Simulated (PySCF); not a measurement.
AlHFCl, SMILES [F][AlH][Cl]. Coordinates come from a PBE-D3(BJ)/def2-TZVP optimisation.

TDDFT-B3LYP/def2-SVPD (PySCF) puts the lowest singlet excitations at 6.62, 7.17, 7.21, 7.25, 7.43, 8.13 eV.

Problem. What are the lowest excitation roots from ADC(2)/aug-cc-pVDZ run with PySCF 2.14.0? (Estimate from the structure and the level; the computed values follow.)

Solution. 7.36, 7.87, 7.97, 8.03, 8.20, 8.73 eV. S1 differs by 0.75 eV (second minus first; roots are paired by order, and the bases may differ).
